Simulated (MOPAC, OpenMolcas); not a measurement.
# C2H4FGa (SMILES C=[CH][GaH][F]): methods side by side

The species is C2H4FGa (8 atoms), meant as a singlet with charge 0. As SMILES, `C=[CH][GaH][F]`. The coordinates come from a PBE0-D4/def2-TZVP relaxation. This is one conformer, not always the lowest.

```xyz
8

C    -0.8371    1.1754    0.0609
C     0.3426    0.5695   -0.0650
Ga    0.4817   -1.3602   -0.0076
F     2.1105   -2.0061   -0.1996
H    -1.7621    0.6205    0.2001
H    -0.9411    2.2578    0.0316
H     1.2323    1.1796   -0.2023
H    -0.6269   -2.4367    0.1820
```

Quantity: the dipole moment, in D. The values are calculated.

```json
{"level": "MNDO", "kind": "semi-empirical", "program": "MOPAC", "value (D)": "3.49", "CPU time": "under 2 s"}
{"level": "HF/cc-pVDZ", "kind": "Hartree–Fock", "program": "OpenMolcas", "value (D)": "3.21", "CPU time": "14 s"}
{"level": "SVWN5/cc-pVDZ", "kind": "LDA", "program": "OpenMolcas", "value (D)": "2.69", "CPU time": "36 s"}
{"level": "BLYP/cc-pVDZ", "kind": "GGA", "program": "OpenMolcas", "value (D)": "2.60", "CPU time": "52 s"}
{"level": "r2SCAN/cc-pVDZ", "kind": "meta-GGA", "program": "OpenMolcas", "value (D)": "2.78", "CPU time": "75 s"}
{"level": "BHLYP/cc-pVDZ", "kind": "global hybrid", "program": "OpenMolcas", "value (D)": "2.98", "CPU time": "45 s"}
{"level": "PBE0/cc-pVDZ", "kind": "global hybrid", "program": "OpenMolcas", "value (D)": "2.83", "CPU time": "48 s"}
```

All-electron rows without a relativistic Hamiltonian named are non-relativistic. The values span 2.60 to 3.49 D. Magnitudes only. Times are those of the runs behind each value, whatever else they computed, on shared processors of several kinds: orders of magnitude only.
